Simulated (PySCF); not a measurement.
Zr: electron affinity

Zr⁻ [Kr] 4d3 5s2 (4F) → Zr [Kr] 4d2 5s2 (3F), as a difference of total energies. Calculation: PySCF 2.14, in x2c-TZVPPall with one added diffuse shell each of s, p, d, f type (9s7p7d3f1g, 95 functions); the spin-free X2C one-electron Hamiltonian (Gaussian nucleus). Correlated levels: valence and next inner shell: [Ar] 3d10 frozen. The calculations carry no spin-orbit coupling.

| method | electron affinity (eV) | plus first-order spin-orbit estimate | error of that sum (eV) |
| --- | --- | --- | --- |
| UHF | -0.242 | -0.260 | -0.693 |
| MP2 (valence and next inner shell) | 0.008 | -0.011 | -0.444 |
| SCS-MP2 (valence and next inner shell) | -0.316 | -0.334 | -0.767 |
| CCSD (valence and next inner shell) | 0.236 | 0.218 | -0.215 |
| CCSD(T) (valence and next inner shell) | 0.339 | 0.320 | -0.113 |

Reference: 0.433 eV (measured; photodetachment measurements, as compiled on the Wikipedia data page of electron affinities).

A first-order spin-orbit estimate (lowest level to lowest level, LS coupling) adds -0.018 eV.

Errors of the correlated levels include the incompleteness of this basis and the frozen core.

A negative affinity means that the anion lies above the atom at that level of theory.

The coupled-cluster amplitudes are large for Zr⁻ (T1 above 0.03 or a double amplitude above 0.15), so a single reference is strained.
